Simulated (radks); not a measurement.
Coherent X-ray form factor from a spherical all-electron density. All-electron calculation, non-relativistic Kohn-Sham, LB94 model potential, spin-polarised, spherical densities, point nucleus. Program: a radial shooting solver on a logarithmic mesh with Libxc functionals.

| sin(theta)/lambda (1/angstrom) | f0 (electrons) |
|---|---|
| 0.05 | 12.477 |
| 0.1 | 11.321 |
| 0.15 | 10.162 |
| 0.2 | 9.238 |
| 0.25 | 8.512 |
| 0.3 | 7.893 |
| 0.4 | 6.761 |
| 0.5 | 5.688 |
| 0.6 | 4.719 |
| 0.8 | 3.243 |
| 1 | 2.357 |
| 1.25 | 1.782 |
| 1.5 | 1.497 |
| 2 | 1.199 |

The species is in the configuration that NIST lists as its ground one. Which atom or ion scatters so?

Answer. Neutral aluminium, [Ne] 3s2 3p1. Extrapolating in s^2 from the first two rows gives f0(0) = 12.9, near the electron count 13; among species with that count, the fall with angle is slower the higher Z, and the table is that of Z = 13; from so few rows the species is fixed only to a neighbour or two.
